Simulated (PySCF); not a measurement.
Radial density of Ca³⁺ (calcium, charge +3)

LDA, [Ne] 3s2 3p5, 2P determinant. All numbers are calculated (PySCF 2.14, the spin-free X2C one-electron Hamiltonian (Gaussian nucleus), in Sapporo-DKH3-DZP-2012).

```tsv
r (bohr)	4πr²ρ (e/bohr)	4πr²(ρα − ρβ)
0.00105	0.09574	0.0000
0.00176	0.2449	0.0000
0.00296	0.6254	0.0000
0.00498	1.558	0.0000
0.00838	3.681	0.0001
0.0141	8.024	0.0005
0.0237	15.12	0.0021
0.0399	22.21	0.0099
0.0671	22.40	0.0443
0.113	17.08	0.1440
0.190	21.53	0.2533
0.319	22.09	0.0954
0.537	7.645	0.1365
0.904	7.102	0.9478
1.52	3.688	0.5363
2.56	0.2216	0.0306
4.30	0.0006052	0.0001
```

Densities and radii are taken from the X2C orbitals without a picture-change correction, which distorts them close to the nucleus.
